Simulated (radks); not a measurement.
All-electron atom: Cr XXII in [He] 2s1 (the NIST ground configuration). Calculated with a radial shooting solver on a logarithmic mesh with Libxc functionals: scalar-relativistic Kohn-Sham, LDA (Slater exchange, VWN5 correlation), spin-polarised, spherical densities, finite nucleus; open shells are filled with parallel spins first; Fermi nuclear charge, rms radius 3.6452 fm.

Unscreened Slater integrals over Kohn-Sham orbitals (hartree). They are taken over the spin-up orbitals.

integral     value
F0(2s,2s)   3.4556
F0(2s,1s)   4.8321
G0(2s,1s)  0.49030
F0(1s,1s)   14.885
